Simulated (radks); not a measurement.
The numbers below are computed, except where a source is named.
Task: All-electron atom: Ru II in [Kr] 4d7. Level of theory: Dirac Kohn-Sham, LDA (Slater exchange, Perdew-Wang correlation), spin-unpolarised, spherical densities, point nucleus; open shells are shared between the two j in proportion to 2j + 1 (a radial shooting solver on a logarithmic mesh with Libxc functionals). Some entries of the table are withheld. Estimate them.

orbital,occ.,eigenvalue (hartree),<1/r> (bohr^-1)
1s1/2,2,-804.9777,45.83
2s1/2,2,-115.9738,(1)
2p1/2,2,-107.2528,10.47
2p3/2,4,-102.4491,9.916
3s1/2,2,-20.62810,(2)
3p1/2,2,(3),3.524
3p3/2,4,(4),3.390
3d3/2,4,-10.40825,3.215
3d5/2,6,-10.24921,3.180
4s1/2,2,-3.08203,1.355
4p1/2,2,-2.07107,1.231
4p3/2,4,-1.94508,1.189
4d3/2,2.8,-0.47786,0.8328
4d5/2,4.2,-0.46555,0.8212

Result: 
(1) 2s1/2 <1/r> (bohr^-1): 10.48
(2) 3s1/2 <1/r> (bohr^-1): 3.619
(3) 3p1/2 eigenvalue (hartree): -17.24179
(4) 3p3/2 eigenvalue (hartree): -16.42630
